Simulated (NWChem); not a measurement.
Si₂H₄OCl₂; SMILES Cl[SiH](Cl)[SiH2]O

```xyz
9

O     -0.0127     2.7639     0.0699
Si    -1.0546     1.4910    -0.2047
Si     0.0026    -0.4542     0.5699
Cl    -0.9089    -2.1509    -0.1829
Cl     1.9362    -0.3006    -0.1922
H      0.8971     2.6242    -0.2151
H     -1.3541     1.2710    -1.6540
H     -2.3126     1.7853     0.5326
H      0.1366    -0.6326     2.0411
```
Atoms are numbered in this order, from 1.

All runs: NWChem. All runs use the structure optimised with PBE0/def2-SVP. Total energies of different functionals are on different scales.

```json
[
 {"level": "B3LYP/def2-SVP", "energy (Ha)": "-1576.6791", "highest occupied level (eV)": "-7.66", "orbital gap (eV)": "6.84", "dipole (D)": "0.54"},
 {"level": "PBE/def2-SVP", "energy (Ha)": "-1575.8505", "highest occupied level (eV)": "-6.60", "orbital gap (eV)": "5.06", "dipole (D)": "0.60"},
 {"level": "LDA (Slater exchange, VWN5)/def2-SVP", "energy (Ha)": "-1570.7753", "highest occupied level (eV)": "-6.66", "orbital gap (eV)": "4.89", "dipole (D)": "0.54"},
 {"level": "LDA (Slater exchange, PW92)/def2-SVP", "energy (Ha)": "-1570.7506", "highest occupied level (eV)": "-6.65", "orbital gap (eV)": "4.89", "dipole (D)": "0.54"},
 {"level": "PW6B95/def2-SVP", "energy (Ha)": "-1577.9302", "highest occupied level (eV)": "-7.99", "orbital gap (eV)": "7.29", "dipole (D)": "0.58"},
 {"level": "KT2/def2-SVP", "energy (Ha)": "-1589.5364", "highest occupied level (eV)": "-6.70", "orbital gap (eV)": "5.01", "dipole (D)": "0.62"},
 {"level": "RPBE/def2-SVP", "energy (Ha)": "-1576.4544", "highest occupied level (eV)": "-6.58", "orbital gap (eV)": "5.13", "dipole (D)": "0.62"},
 {"level": "B97-D/def2-SVP", "energy (Ha)": "-1576.6075", "highest occupied level (eV)": "-6.66", "orbital gap (eV)": "5.27", "dipole (D)": "0.63"}
]
```
